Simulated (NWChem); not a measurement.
System: BeHCl; SMILES [Cl][BeH]

NWChem input:

```
start job
memory heap 200 mb stack 900 mb global 1100 mb
geometry units angstroms noautoz
  Be     0.000000     0.000000    -1.300052
  H      0.000000     0.000000    -2.635533
  Cl     0.000000     0.000000     0.526685
end
basis spherical
  * library def2-svp
end
dft
  xc mpw1k
  iterations 150
  mulliken
end
task dft energy
```

Geometry: optimised at PBE-D3(BJ)/def2-SVP.

Task: What results follow from this input? (MPW1K/def2-SVP.) Quantities: energy (Ha); highest occupied level (eV); orbital gap (eV); dipole (D).

Result: 
| Item | Value |
|---|---|
| energy (Ha) | -475.46 |
| highest occupied level (eV) | -10.64 |
| orbital gap (eV) | 10.66 |
| dipole (D) | 0.65 |
